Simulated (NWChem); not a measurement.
System: C3H5Br; SMILES C=C(C)Br

Program: NWChem. The geometry was optimised at PBE0/def2-SVP.

**Question.** Taking B3LYP/pcseg-2 as the yardstick, which of these has the fewest basis functions while keeping “highest occupied level (eV)” within 0.05 eV of it: B3LYP/STO-3G; B3LYP/def2-SVP; B3LYP/aug-pcseg-1; B3LYP/pcseg-1?

**Answer.** B3LYP/aug-pcseg-1.
```
level              basis functions  highest occupied level (eV)
-----------------  ---------------  ---------------------------
B3LYP/STO-3G                    38                        -4.53
B3LYP/pcseg-1                   94                        -6.95
B3LYP/def2-SVP                  99                        -6.83
B3LYP/aug-pcseg-1              150                        -7.04
B3LYP/pcseg-2                  203                        -7.01
```

The yardstick is one finite set, not the basis-set limit.
